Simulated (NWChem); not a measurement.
System: CH2NO, doublet; SMILES O=C[NH]

Here is an NWChem input.

```
start job
memory heap 200 mb stack 900 mb global 1100 mb
geometry units angstroms noautosym nocenter noautoz
  N      0.186231    -1.136432    -0.026404
  C     -0.447246     0.035605     0.028772
  O      0.236876     1.087632    -0.014444
  H      1.175457    -1.071256     0.277846
  H     -1.561132     0.051025    -0.038100
end
basis spherical
  N library def2-svp
  C library def2-svp
  O library def2-svp
  H library def2-svp
end
dft
  odft
  mult 2
  xc pbe0
  iterations 150
end
cosmo
  do_cosmo_smd true
  solvent meg
end
task dft energy
```

NWChem printed, in part:

```
             Northwest Computational Chemistry Package (NWChem) 7.3.0
             --------------------------------------------------------

                             Geometry "geometry" -> ""
                             -------------------------

 Output coordinates in angstroms (scale by  1.889725989 to convert to a.u.)

  No.       Tag          Charge          X              Y              Z
 ---- ---------------- ---------- -------------- -------------- --------------
    1 N                    7.0000     0.18623100    -1.13643200    -0.02640400
    2 C                    6.0000    -0.44724600     0.03560500     0.02877200
    3 O                    8.0000     0.23687600     1.08763200    -0.01444400
    4 H                    1.0000     1.17545700    -1.07125600     0.27784600
    5 H                    1.0000    -1.56113200     0.05102500    -0.03810000

 Effective nuclear repulsion energy (a.u.)      63.9937596026

                                 NWChem DFT Module
                                 -----------------

 Summary of "ao basis" -> "ao basis" (spherical)
 ------------------------------------------------------------------------------
       Tag                 Description            Shells   Functions and Types
 ---------------- ------------------------------  ------  ---------------------
 N                          def2-svp                 6       14   3s2p1d
 C                          def2-svp                 6       14   3s2p1d
 O                          def2-svp                 6       14   3s2p1d
 H                          def2-svp                 3        5   2s1p

 in cosmo_initialize ...
 calling solv_data for solv:meg

 solvent parameters
 solvname_short: meg
 solvname_long:  1,2-ethanediol
 dielec:       40.2450
 dielecinf:     2.0501
 nonaqueous SMD model solvent descriptors
 dielec:       40.2450
 sola:          0.5800
 solb:          0.7800
 solc:          0.0000
 solg:         69.0700
 solh:          0.0000
 soln:          1.4318

          ---------------
          -cosmo- solvent
          ---------------
 Cosmo: York-Karplus, doi: 10.1021/jp992097l
 dielectric constant -eps-     =  40.24
 screen = (eps-1)/(eps    )    =   0.97515
 surface charge correction     = lagrangian

   van der Waals surface
 --------------------------

[...]

                                COSMO-SMD solvation results
                                ---------------------------

             internal energy in gas <Psi(g)|H|Psi(g)> =      -168.888596922385
         internal energy in solvent <Psi(s)|H|Psi(s)> =      -168.886550509433
                               delta internal energy  =         0.002046412952 (    1.28 kcal/mol)
   total free energy in solvent <Psi(s)|H+V/2|Psi(s)> =      -168.899325390955
 polarization energy contribution <Psi(s)|V/2|Psi(s)> =        -0.012774881522 (   -8.02 kcal/mol)
    total free energy in solvent including G(SMD-CDS) =      -168.890627495750
                       G(SMD-CDS) energy contribution =         0.008697895205 (    5.46 kcal/mol)
     1 M fixed-concentration free energy of solvation =        -0.002030573364 (   -1.27 kcal/mol)

                    DFT Final Alpha Molecular Orbital Analysis
                    ------------------------------------------

 Vector   10  Occ=1.000000D+00  E=-3.650908D-01
              MO Center= -6.7D-02, -5.9D-01,  1.0D-02, r^2= 2.0D+00
   Bfn.  Coefficient  Atom+Function         Bfn.  Coefficient  Atom+Function
  ----- ------------  ---------------      ----- ------------  ---------------
     3      0.312253  1 N  s                  4      0.310350  1 N  px
     5      0.302949  1 N  py                32     -0.291173  3 O  px
    48     -0.236562  5 H  s                  2      0.210279  1 N  s
     8     -0.209768  1 N  py                35     -0.203453  3 O  px
    43     -0.202767  4 H  s                  7     -0.180640  1 N  px

 Vector   11  Occ=1.000000D+00  E=-3.412795D-01
              MO Center=  1.8D-01, -1.5D-01, -2.0D-02, r^2= 1.9D+00
   Bfn.  Coefficient  Atom+Function         Bfn.  Coefficient  Atom+Function
  ----- ------------  ---------------      ----- ------------  ---------------
     6      0.445862  1 N  pz                34      0.363191  3 O  pz
     9     -0.331801  1 N  pz                37      0.268870  3 O  pz
    32     -0.193234  3 O  px                33      0.184305  3 O  py
     5     -0.153293  1 N  py                36      0.132351  3 O  py
    35     -0.131521  3 O  px                 8      0.112898  1 N  py

 Vector   12  Occ=1.000000D+00  E=-3.093262D-01
              MO Center=  1.1D-01,  2.2D-01, -6.2D-02, r^2= 2.0D+00
   Bfn.  Coefficient  Atom+Function         Bfn.  Coefficient  Atom+Function
  ----- ------------  ---------------      ----- ------------  ---------------
    32      0.384780  3 O  px                 5      0.303828  1 N  py
    33     -0.304031  3 O  py                35      0.276075  3 O  px
     8     -0.229097  1 N  py                36     -0.227840  3 O  py
     6      0.214933  1 N  pz                34      0.189507  3 O  pz
     9     -0.174316  1 N  pz                37      0.147436  3 O  pz

 Vector   13  Occ=0.000000D+00  E=-5.574581D-03
              MO Center= -2.7D-01, -8.8D-03,  5.6D-02, r^2= 1.7D+00
   Bfn.  Coefficient  Atom+Function         Bfn.  Coefficient  Atom+Function
  ----- ------------  ---------------      ----- ------------  ---------------
    23      0.609202  2 C  pz                20      0.565751  2 C  pz
    37     -0.357252  3 O  pz                 9     -0.349142  1 N  pz
    34     -0.318747  3 O  pz                 6      0.292096  1 N  pz
    17      0.137600  2 C  s                 44     -0.137355  4 H  s
     3      0.135788  1 N  s                  7      0.098109  1 N  px

[...]
```

Level: PBE0/def2-SVP, spin-unrestricted, SMD on the gas-phase geometry. Geometry: optimised at PBE-D3(BJ)/def2-SVP, spin-unrestricted. No stability test was run on the SCF state. Solvent: ethylene glycol.
